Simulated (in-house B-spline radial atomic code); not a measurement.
wB97X excitations of the argon ion Ar⁸⁺

Method: wB97X. Computed with an all-electron radial atomic-structure program (B-spline basis): linear response of the closed shell [He] 2s2 2p6 with the functional's adiabatic kernel; scalar-relativistic (spin-free one-electron X2C), finite nucleus, no spin-orbit coupling, no double excitations, S, P, D and F terms only. Only terms of natural parity with L up to 3 were computed.

Command:
```bash
python run_td.py task.json out
```
Settings (radii: box in bohr, nucleus in fm):
```
Z                        18
electrons                10
configuration            [He] 2s2 2p6
hamiltonian              x2c
method                   wb97x
box_radius               11.59
rms_radius               3.4274
intervals                70
```

Cost of the run: 0.8 s on 1 thread of Arm Neoverse N1, on a shared host.

The lowest states, in the order of their Tamm-Dancoff energies; the method's threshold (minus the highest occupied level) is 403.89 eV. Labels give the largest channel, * marks a mixed state, and oscillator strengths are full-response dipole values. Semilocal kernels can invert the small singlet-triplet splittings of Rydberg terms. Energies in eV:

```
     state  full response  Tamm-Dancoff  oscillator strength
2p → 3s 3P              ?             ?                    -
2p → 3s 1P         248.48        248.53                 0.21
2p → 3p 3S         262.28        262.39                    -
2p → 3p 3D         263.81        263.86                    -
2p → 3p 1D         264.99        265.02                    -
2p → 3p 1S         274.43        275.03                    -
2p → 3d 3P         286.74        286.78                    -
2p → 3d 3F         286.88        286.93                    -
2p → 3d 1F         287.82        287.85                    -
2p → 3d 1P         292.55        292.76                 1.76
2s → 3s 3S         314.79        314.83                    -
2s → 3s 1S         317.97        318.10                    -
2p → 4s 3P              ?             ?                    -
2p → 4s 1P         322.72        322.74               0.0403
2p → 4p 3S         327.89        327.92                    -
2p → 4p 3D         328.53        328.55                    -
```

**Question.** Where does 2p → 3s 3P lie?

**Answer.** At 246.95 eV in full response, 246.99 eV in Tamm-Dancoff.

**Question.** Where does 2p → 4s 3P lie?

**Answer.** At 322.15 eV in full response, 322.16 eV in Tamm-Dancoff.

**Question.** How large is the singlet-triplet splitting of 2p → 3s (P terms) in Tamm-Dancoff?

**Answer.** 1.54 eV, from the unrounded values.

**Question.** What polarisabilities and dispersion coefficient does the method give?

**Answer.** Dipole 0.03776 bohr³, quadrupole 0.01113 bohr⁵, C6 0.01395 hartree·bohr⁶ for two such species.
